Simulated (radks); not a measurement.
Pm42+, configuration [Ar] 3d1. Method: scalar-relativistic Kohn-Sham, SOGGA, spin-polarised, spherical densities, point nucleus; open shells are filled with parallel spins first (spin-orbit coupling, left out, can overturn this in heavy ions); computed with a radial shooting solver on a logarithmic mesh with Libxc functionals.

Radial electron density D(r) = 4 pi r^2 rho(r):

r (bohr)   D(r) (e/bohr)   spin D(r)
0.0008225          2.444  -0.0000362
0.00092            2.951  -0.0000437
0.001021           3.511  -0.0000520
0.001142           4.228  -0.0000625
0.001267           5.015  -0.0000741
0.001417           6.017  -0.0000887
0.001585           7.203   -0.000106
0.001759           8.495   -0.000125
0.001967           10.12   -0.000148
0.002183           11.87   -0.000174
0.002442           14.05   -0.000205
0.002709           16.38   -0.000239
0.00303            19.25   -0.000279
0.003389           22.51   -0.000326
0.003761           25.91   -0.000373
0.004207           29.98   -0.000430
0.004668           34.14   -0.000486
0.005221           38.99   -0.000551
0.005839           44.18   -0.000619
0.006479           49.23   -0.000682
0.007247           54.80   -0.000748
0.008042           59.95   -0.000802
0.008995           65.31   -0.000846
0.01006            70.23   -0.000866
0.01116            74.19   -0.000847
0.01249            77.59   -0.000761
0.01385            79.74   -0.000582
0.0155             80.84   -0.000208
0.0172             80.72    0.000418
0.01923            79.46     0.00160
0.02151            77.32     0.00369
0.02387            74.99     0.00700
0.0267             72.71      0.0130
0.02963            71.44      0.0224
0.03314            71.64      0.0389
0.03706            73.94      0.0662
0.04113            78.04       0.106
0.046              84.15       0.173
0.05104            90.52       0.268
0.05709            96.67       0.418
0.06335            100.2       0.618
0.07085            100.1       0.915
0.07925            95.15        1.31
0.08794            86.32        1.79
0.09836            73.73        2.40
0.1091             61.38        3.04
0.1221             50.18        3.76
0.1365             43.44        4.44
0.1515             41.89        4.93
0.1695             44.14        5.21
0.188              47.47        5.17
0.2103             49.29        4.77
0.2352             46.96        4.06
0.261              40.69        3.21
0.292              30.94        2.27
0.324              21.25        1.48
0.3624             12.31       0.832
0.4021             6.443       0.430
0.4497             2.719       0.182
0.503             0.9507      0.0652
0.5582            0.2974      0.0212
0.6243           0.06817     0.00515
0.6927           0.01384     0.00112
0.7748          0.001899    0.000168

D(r) has 3 maxima, at r = 0.0161, 0.0670, 0.210 bohr, and minima at 0.0311, 0.149 bohr, inside which lie 1.96, 10.57 electrons.
